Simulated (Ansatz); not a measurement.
`F[C@@H]1CC[C@H](F)O1`, 13 atoms. Charge 0, multiplicity 1. All runs use 4 threads of an Arm Neoverse V2 on a shared host. Correlated methods freeze the cores.

(1) How many basis functions does each run have, and how long does it take in Ansatz? direct RPA on PBE orbitals/def2-TZVPP energy; RKS PBE0-D4/def2-TZVP frequencies; RKS ωB97M-V/def2-TZVPP energy and forces; RKS PBE0-D4/def2-QZVPP energy; RKS PBE0-D4/def2-TZVP relaxation (9 steps); RHF-CCSD(T)/def2-SVP energy; RKS ωB97M-V/def2-QZVPP energy; RKS revPBE-D4/def2-TZVPP energy; RKS PBE0-D4/def2-SVP energy; RKS HSE06 (plane-wave form)-D4/def2-TZVPP energy; RKS ωB97M-V/def2-SVP energy; RHF-MP2/def2-QZVPP energy. (An estimate is asked.)

Answers

(1) Computed: Other jobs shared the machine, so times are rough.

```csv
level,job,functions,wall time,peak host memory (GiB)
RKS PBE0-D4/def2-SVP,energy,128,1.4 s,0.67
RKS revPBE-D4/def2-TZVPP,energy,301,2.6 s,0.44
RKS HSE06 (plane-wave form)-D4/def2-TZVPP,energy,301,4 s,0.91
RKS ωB97M-V/def2-SVP,energy,128,5.5 s,0.67
direct RPA on PBE orbitals/def2-TZVPP,energy,301,8.5 s,0.99
RKS PBE0-D4/def2-QZVPP,energy,579,11 s,2.5
RKS ωB97M-V/def2-TZVPP,energy and forces,301,13 s,1.3
RHF-CCSD(T)/def2-SVP,energy,128,18 s,0.98
RKS ωB97M-V/def2-QZVPP,energy,579,24 s,3
RHF-MP2/def2-QZVPP,energy,579,38 s,5.3
RKS PBE0-D4/def2-TZVP,relaxation (9 steps),253,43 s,0.8
RKS PBE0-D4/def2-TZVP,frequencies,253,4.2 min,0.81
```
